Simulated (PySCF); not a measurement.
Delta-SCF ions had no search for a lower state. Excitations are Tamm–Dancoff values on a coarser integration grid. The basis has no diffuse functions, so Rydberg states are missing or too high.

Cartesian coordinates (Å):
```xyz
13

C      1.5559     0.1870    -0.1379
B      0.0030     0.0051    -0.0149
C     -0.9161     1.2392     0.2930
C     -0.6359    -1.4177    -0.1780
H      1.8258     1.0655    -0.7326
H      2.0965    -0.6833    -0.5164
H      1.9413     0.3956     0.8708
H     -1.8075     1.2445    -0.3440
H     -1.3031     1.1255     1.3153
H     -0.4291     2.2144     0.2291
H     -1.6674    -1.5074     0.1697
H     -0.6377    -1.6424    -1.2549
H     -0.0305    -2.2078     0.2770
```
Charge 0, spin multiplicity 1.

Task: Estimate the brightest of the four lowest singlets (TDA), dipole moment and vertical ionisation energy (Delta-SCF) that PBE0-D4/def2-TZVP (PySCF 2.14.0) returns for this input.

Result: 
```yaml
brightest of the four lowest singlets (TDA): 8.10 eV
dipole_moment: 0.04 D
vertical ionisation energy (Delta-SCF): 10.63 eV
```
